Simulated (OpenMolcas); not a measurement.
# 4d² along the 38-electron sequence

```json
{
  "Program": "OpenMolcas",
  "Method": "RASSCF",
  "Basis": "ANO-RCC-VTZP",
  "Scalar Hamiltonian": "DKH2, point nucleus",
  "Spin-orbit coupling": "RASSI with atomic mean-field integrals over the reference wave functions, term energies averaged over their components"
}
```

Active space for each ion: 8 electrons in 8 orbitals (RAS1 4p, at most 2 holes; RAS2 4d).

Computed levels in cm-1 above ³F₂:

```csv
Level,Zr2+,Nb3+,Mo4+,Tc5+,Ru6+,Rh7+
³F₃,746,1154,1598,2166,2819,3619
³F₄,1651,2516,3444,4603,5917,7492
¹D₂,8766,10321,11987,13505,15147,16809
³P₀,9966,11557,13209,14667,16194,17667
³P₁,10251,12017,13867,15594,17442,19332
³P₂,10924,13116,15454,17811,20399,23194
¹G₄,14552,17187,19921,22408,25074,27763
¹S₀,30626,35630,41007,45636,50640,55492
weight of ³F in the lowest level (%),99,99,99,98,98,97
```

Mixed levels, with the weight of the term that names them: Ru6+ ¹D₂ (72 %), Ru6+ ³P₂ (74 %), Rh7+ ¹D₂ (69 %), Rh7+ ³P₂ (71 %).

Measured, with the error of the calculation in %. Measured levels: Zr2+ from Moore, Atomic Energy Levels, vol. II, NSRDS-NBS 35 (1971 reprint of NBS Circular 467, 1952); NIST levels as listed in Rynkun, Gaigalas and Jonsson, Astron. Astrophys. 637, A10 (2020); Mo4+ from Sugar and Musgrove, J. Phys. Chem. Ref. Data 17, 155 (1988).

```
Level           Zr2+           Mo4+
  ³F₃     681 (+9.6)    1578 (+1.3)
  ³F₄   1486 (+11.1)    3357 (+2.6)
  ¹D₂   5742 (+52.7)  10190 (+17.6)
  ³P₀   8062 (+23.6)  11161 (+18.3)
  ³P₁   8326 (+23.1)  11807 (+17.4)
  ³P₂   8838 (+23.6)  13408 (+15.3)
  ¹G₄  11049 (+31.7)  16354 (+21.8)
  ¹S₀  23979 (+27.7)   37738 (+8.7)
```

The fine-structure level ³F₄ changes by a factor of 4.54 from Zr2+ to Rh7+. Its fourth root runs 6.37, 7.08, 7.66, 8.24, 8.77, 9.30, with steps per unit of Z of 0.71, 0.58, 0.58, 0.53, 0.53; equal steps would mean a (Z - σ)^4 law with constant σ.

¹D₂ changes by a factor of 1.92 over the same range, with steps per unit of Z of +1560, +1670, +1520, +1640, +1660 cm-1.

Without dynamic correlation excited terms often stand tens of per cent too high (terms of higher spin than the ground term too low), and those without a measured partner can miss by more than the paired ones. Active for correlation alone: 4p; no level in the range computed is led by a configuration that opens it, so any true level of that kind is missing. Some levels mix across a computed gap that differs much from the measured one, so their mixing is not that of the real levels (holds for Zr2+). Measured partners are found by configuration, term and J. A level has none where our copy of the source lacks it or the pairing is in doubt (some pairs that miss far off the trend of their configuration count as doubtful), and it then counts in no deviation. Only configurations of the active space appear.
